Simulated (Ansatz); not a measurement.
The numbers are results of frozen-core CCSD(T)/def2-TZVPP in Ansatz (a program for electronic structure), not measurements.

Ansatz 0.2 input:
```yaml
crystal:
  periodic: [false, false, false]
  atoms:
    - { symbol: Br, position_ang: [0.0, 0.0, 0.0] }
basis:
  gaussian: { orbitals: def2-TZVPP }
correlation:
  method: ccsd_t
magnetization:
  spin_polarized: true
  initial_magnetization: 1
```

Output:

```
Functional definition: HF
322 factors; integrals over basis functions are off by at most 1.5e-4 eV
mean field evaluation 1: about -69998.3244 eV, gradient 5.1e0 eV
mean field evaluation 2: about -69998.3248 eV, gradient 5.1e0 eV
mean field evaluation 4: about -69998.5147 eV, gradient 5.6e-1 eV
mean field evaluation 8: about -69998.5183 eV, gradient 4.0e-3 eV
mean field evaluation 16: about -69998.5159 eV, gradient 6.3e-1 eV
mean field evaluation 32: about -69998.5183 eV, gradient 1.0e-2 eV
mean field evaluation 64: about -69998.5183 eV, gradient 8.5e-4 eV
mean field -69998.51830854 eV, -2572.3981011392 hartree, gradient 3.4e-6 eV, S^2 0.758689; 4 other end points of the search recorded, 0 dependent functions left out
9 core orbitals not correlated
reference -69998.51830854 eV, -2572.3981011392 hartree; 9, 8 occupied and 30, 31 virtual orbitals, 322 factors
second order -6.67253346 eV of doubles, -0.00000000 eV of singles
cycle   1  -6.81871178 eV  change   -1.5e-1 eV  update   4.2e-2
cycle   2  -6.98423599 eV  change   -1.7e-1 eV  update   1.2e-2
cycle   3  -6.98596738 eV  change   -1.7e-3 eV  update   3.5e-3
cycle   4  -6.98657330 eV  change   -6.1e-4 eV  update   8.6e-4
cycle   5  -6.98658059 eV  change   -7.3e-6 eV  update   1.7e-4
cycle   6  -6.98652439 eV  change    5.6e-5 eV  update   5.2e-5
cycle   7  -6.98654530 eV  change   -2.1e-5 eV  update   1.5e-5
perturbative correction -0.18485369 eV, -0.0067932480 hartree
Total energy: -70005.68970753 eV, -2572.6616451911 hartree
```

Cost: about 2.1 core-seconds (a rough figure).
